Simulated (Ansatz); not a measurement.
Consider the atomization: `C[CH2][Mg][CH2]C` → 4 C• + 10 H• + Mg (atom).

Computed with Ansatz on PBE0-D4/def2-TZVP structures; ΔE is electronic, products minus reactants. CCSD(T)/CBS adds triple-zeta CCSD(T) − MP2 to the extrapolated MP2 energy (def2 sets, frozen cores). This one scheme is used for every species, atoms too. Functionals use def2-TZVPP. B3LYP here is the variant with VWN-RPA as its local correlation; programs differ in this. HSE06 is defined as in plane-wave codes. No spin–orbit coupling; open shells (•) take unrestricted orbitals. Spin–orbit coupling would lower the free atoms: a little for C. For Mg outer-core shells are correlated without core-valence functions, so the limit isn't a true one: a few kJ/mol of doubt a bond, and 10 to 20 or more in all where bonds break to atoms. Each species was taken in one conformer, which may not be the lowest.

What is ΔE at CCSD(T)/CBS? (An estimate is asked.)

Ansatz gave: +55.89 eV.

What do these levels give: r2SCANh-D4, ωB97X-V, PBE-QIDH, BLYP, B3LYP, r2SCAN0, HSE06, HF/def2-SVP, MP2/def2-SVP, MP2/def2-TZVPP, SCS-MP2/def2-TZVPP, CCSD/def2-TZVPP? (An estimate is asked.)

Computed: r2SCANh-D4 55.75, ωB97X-V 55.79, PBE-QIDH 55.62, BLYP 54.91, B3LYP 55.42, r2SCAN0 55.41, HSE06 55.85, HF/def2-SVP 42.73, MP2/def2-SVP 53.68, MP2/def2-TZVPP 54.94, SCS-MP2/def2-TZVPP 54.89, CCSD/def2-TZVPP 53.93 eV.

Largest T1 diagnostic among the species: 0.009.

From BLYP to BHLYP (50 % exact exchange), in def2-TZVPP and without D4, ΔE moves by −0.56 eV: exact exchange takes away binding that semilocal exchange gives to molecules. At CCSD(T), def2-SVP lies −2.44 eV from the extrapolated value and def2-TZVPP −1.34 eV: correlation converges slowly with the basis, and small sets miss more of it in the bonded molecule than in its fragments. Leaving LDA and LC-ωPBE aside and taking each functional with its dispersion term where it has one, the values, not all of them listed here, spread over 1.95 eV, from BHLYP-D4 to PBE-D4. LDA lies +6.41 eV from PBE without D4, its usual overbinding.

For atomizations the MP2-based limit and the directly extrapolated one differ by several kJ/mol either way, and by 10 to 25 for some Ge, Se and Sn compounds, so smaller differences from it don't rank the levels.
